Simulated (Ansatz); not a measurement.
Nudged elastic band run: CH7N3Si

Input:

```yaml
crystal:
  periodic: [false, false, false]
  atoms:
    - { symbol: "N", position_ang: [-1.966519, 1.616239, -0.57307] }
    - { symbol: C, position_ang: [-1.085331, 0.590452, -0.616742] }
    - { symbol: "N", position_ang: [-0.463752, 0.146525, 0.400491] }
    - { symbol: Si, position_ang: [0.677153, -1.160496, 0.343713] }
    - { symbol: "N", position_ang: [2.282254, -0.772586, 0.860168] }
    - { symbol: H, position_ang: [-2.46662, 1.917948, -1.395003] }
    - { symbol: H, position_ang: [-2.173964, 2.043503, 0.320395] }
    - { symbol: H, position_ang: [-0.967467, 0.185115, -1.647519] }
    - { symbol: H, position_ang: [0.779792, -1.667268, -1.070553] }
    - { symbol: H, position_ang: [0.198704, -2.237662, 1.258813] }
    - { symbol: H, position_ang: [2.435048, -0.595874, 1.847621] }
    - { symbol: H, position_ang: [2.827701, -0.121096, 0.305585] }
basis:
  gaussian: { orbitals: def2-SVP }
hamiltonian:
  xc: pbe0
  dispersion: d4
neb:
  order_check: false
  images: 5
  f_tol: 0.05
  max_iterations: 60
  initial_path: idpp
  final_atoms:
    - { symbol: "N", position_ang: [-1.93730468, 1.62995029, -0.63085054] }
    - { symbol: C, position_ang: [-1.24210582, 0.51465384, -0.31011713] }
    - { symbol: "N", position_ang: [0.00694735, 0.37541777, -0.50926488] }
    - { symbol: Si, position_ang: [0.89921218, -1.05243273, -0.08559669] }
    - { symbol: "N", position_ang: [2.18118115, -0.82162255, 1.05328201] }
    - { symbol: H, position_ang: [-2.93351176, 1.6901249, -0.48719791] }
    - { symbol: H, position_ang: [-1.45253617, 2.39403991, -1.08354326] }
    - { symbol: H, position_ang: [-1.8919818, -0.26385869, 0.15105633] }
    - { symbol: H, position_ang: [1.53703083, -1.58938141, -1.3232579] }
    - { symbol: H, position_ang: [-0.04187841, -2.06533841, 0.51203227] }
    - { symbol: H, position_ang: [1.94529612, -0.54875421, 2.00166651] }
    - { symbol: H, position_ang: [3.00665001, -0.31799871, 0.74569019] }
```

Command:

```bash
$ ansatz run input.yaml --threads 2 --pin off --max-ram 3072MiB --backend cpu --events-out ev --progress --plain --runs-dir out
```

Output, in part (warnings, iteration lines, the closing report on the highest movable image, with atoms numbered from 0):

```
NEB end point (image 0): max|allowed force component| = 7.830e-3 eV/Å (the criterion of neb.relax_end_points is 1.000e-2)
NEB end point (image 6): max|allowed force component| = 1.555e-2 eV/Å (the criterion of neb.relax_end_points is 1.000e-2)
NEB iter   1: max|band force component| = 1.918e0 eV/Å  barrier→ = 0.2984 eV  barrier← = 0.2984 eV  Δτ_max = 0.0943 Å  (185 SCF iters)
NEB iter   2: max|band force component| = 1.082e0 eV/Å  barrier→ = 0.1145 eV  barrier← = 0.1145 eV  Δτ_max = 0.0720 Å  (144 SCF iters)
NEB iter   3: max|band force component| = 7.051e-1 eV/Å  barrier→ = 0.0763 eV  barrier← = 0.0763 eV  Δτ_max = 0.0478 Å  (146 SCF iters)
NEB iter   4: max|band force component| = 1.630e-1 eV/Å  barrier→ = 0.0743 eV  barrier← = 0.0743 eV  CI = image 3  Δτ_max = 0.0119 Å  (142 SCF iters)
NEB iter   5: max|band force component| = 4.603e-2 eV/Å  barrier→ = 0.0737 eV  barrier← = 0.0737 eV  CI = image 3  Δτ_max = 0.0000 Å  (269 SCF iters)
Total energy: -13483.42808543 eV, -495.5068427438 hartree
Atom 0 at    -2.036323     1.589637    -0.534759 Å, force    -0.024667    -0.006888    -0.014681 eV/Å
Atom 1 at    -1.258072     0.482115    -0.578851 Å, force     0.021945     0.045994     0.016696 eV/Å
Atom 2 at    -0.171164     0.360114     0.068193 Å, force    -0.028510    -0.031839    -0.029802 eV/Å
Atom 3 at     0.895167    -1.010140     0.078850 Å, force     0.013909    -0.000455     0.012754 eV/Å
Atom 4 at     2.286537    -0.818959     1.086799 Å, force    -0.003858     0.005251    -0.000621 eV/Å
Atom 5 at    -2.894023     1.653465    -1.061478 Å, force     0.006103    -0.001320     0.003941 eV/Å
Atom 6 at    -1.748004     2.369034     0.042365 Å, force     0.013665    -0.002349     0.008171 eV/Å
Atom 7 at    -1.692712    -0.291732    -1.250292 Å, force    -0.001716    -0.008870     0.002194 eV/Å
Atom 8 at     1.409805    -1.271025    -1.305468 Å, force     0.002433     0.004808     0.002786 eV/Å
Atom 9 at     0.169789    -2.220620     0.586701 Å, force     0.002379     0.002553     0.003253 eV/Å
Atom 10 at     2.139235    -0.769846     2.089977 Å, force     0.000893    -0.001868    -0.005484 eV/Å
Atom 11 at     2.976764    -0.127242     0.811862 Å, force    -0.002574    -0.005016     0.000793 eV/Å
Dipole moment:    -0.515412     0.490905    -0.089956 e Å
```

The run converged. A vibrational analysis at the climbing image gives one clearly imaginary mode, 106i cm⁻¹: a first-order saddle point.

Final band (atoms are numbered from 1 in the order of the input):

| image | path coordinate (Å) | energy (eV) | dihedral C2–N3–Si4–H10 (°) |
| --- | --- | --- | --- |
| 0 | 0.00 | 0.000 | -121 |
| 1 | 0.63 | 0.020 | -102 |
| 2 | 1.26 | 0.056 | -82 |
| 3 | 1.89 | 0.074 | -60 |
| 4 | 2.52 | 0.056 | -39 |
| 5 | 3.15 | 0.019 | -19 |
| 6 | 3.78 | 0.000 | 1 |

Time of the run: 80 s on 2 threads of Arm Neoverse V1, with other jobs on the host, peak memory 0.24 GiB.
